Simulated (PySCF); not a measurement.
SMILES Cl[Si]([SiH2]B)(Cl)Cl at its B3LYP/def2-SVP optimised geometry (Å):

```
10

B      1.7181    -1.5863    -0.1341
Si     1.1953     0.3529     0.0000
Si    -1.1611     0.3529     0.0000
Cl    -1.9395     2.2733     0.0000
Cl    -1.8690    -0.6380    -1.6821
Cl    -1.8763    -0.6413     1.6748
H      1.7666    -2.2733     0.8540
H      1.9395    -2.0949    -1.2029
H      1.6053     1.2029    -1.1565
H      1.5967     1.0201     1.2742
```

Level of theory: B3LYP/def2-TZVP run with PySCF. Cells within 0.4 Å of a nucleus heavier than hydrogen are left out (blank, or x).

Map of the Laplacian of the electron density (e/bohr⁵), clipped to [-1.50, 1.50] on the plane z = 0.0 Å:

```
|2222222222222222222222222|
|2222222222222222222222222|
|2222222222222222222222222|
|2222233332222222222222222|
|2222332123222222222222222|
|2222319x13322222222222222|
|222230xx92322222222222222|
|2222329913322222222222222|
|2222232122222222222222222|
|2222233223222233322222222|
|222222239x922299932222222|
|22222225xx92129xx62222222|
|222222239x92229x932222222|
|2222222234322223222222222|
|2222222222222222122222222|
|2222222222222222132222222|
|2222222222222223xx4222222|
|2222222222222223xx3222222|
|2222222222222222222222222|
|2222222222222222222222222|
|2222222222222222222222222|
|2222222222222222222222222|
|2222222222222222222222222|
|2222222222222222222222222|
|2222222222222222222222222|
```
Scale: ten equal steps from -0.550 (start of '0') to 1.50 (end of '9'), in the order '0123456789'; x runs from -4.50 to 4.50, y from -4.50 (bottom) to 4.50 (top).
